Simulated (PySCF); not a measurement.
AlOCl, SMILES [Al](=[O])[Cl]. Geometry optimised at B3LYP-D3(BJ)/def2-TZVP.

The numbers are results of B3LYP-D3(BJ)/def2-TZVP in PySCF, not measurements.

Harmonic wavenumbers (cm⁻¹): 175, 175, 483, 1122. Rotational constants (GHz): 3.097 (linear); symmetry number 1.

Q: Work out the zero-point energy and the ideal-gas rigid-rotor harmonic-oscillator thermochemistry at 298.15 K and 1 atm.

A: ZPE = ½ Σ hcν = ½ × 1956 cm⁻¹ = 11.70 kJ/mol. H − E(el) = 24.21 kJ/mol. Entropy in J/(mol K): translation 163.15, rotation 71.54, vibration 23.07, total 257.76. G − E(el) = -52.64 kJ/mol. Cp = 51.25 J/(mol K).
